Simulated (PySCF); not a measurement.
# PbS⁺ from Hartree–Fock to correlated methods

State: ²Π (doublet), unpaired electrons π ↑. Set-up: basis Pb def2-SVPD with ECP60, S def2-SVPD; scalar-relativistic core potentials; PySCF 2.14. De refers to Pb⁺ + S in their high-spin ground configurations, without counterpoise correction. The functionals are run spin-unrestricted. A positive dipole points towards S; it is taken about the centre of mass and depends on that origin.

| Level | Re (Å) | ωe (cm⁻¹) | De (eV) | μ (D) |
| --- | --- | --- | --- | --- |
| UHF | 2.496 | 355 | n/a | -2.11 |
| UHF-MP2 | 2.503 | 348 | n/a | n/a |
| UHF-SCS-MP2 | 2.509 | 345 | n/a | n/a |
| UHF-CCSD | 2.513 | 341 | n/a | n/a |
| UHF-CCSD(T) | 2.524 | 332 | n/a | n/a |
| PBE | 2.521 | 332 | n/a | -1.05 |
| revPBE | 2.533 | 327 | n/a | -1.17 |
| PW91 | 2.520 | 333 | n/a | -1.02 |
| r²SCAN | 2.503 | 344 | n/a | -1.23 |
| PBE0 | 2.494 | 350 | n/a | -1.36 |
| ωB97X | 2.475 | 362 | n/a | -1.67 |
| B2PLYP | 2.512 | 340 | n/a | -1.72 |

The bond length runs from 2.475 Å (ωB97X) to 2.533 Å (revPBE).

Correlated steps freeze 9 core orbitals. Spin–orbit coupling is left out, which matters for elements this heavy, above all for dissociation energies. B2PLYP dipoles, levels and charges come from its SCF part alone. The state is the lowest determinant that a PBE0 search found; another state may lie lower at other levels.

The whole job (state search and all levels along the bond) took about 3 min on 1 thread of Arm Neoverse V2 (shared host), peak memory 0.72 GiB.
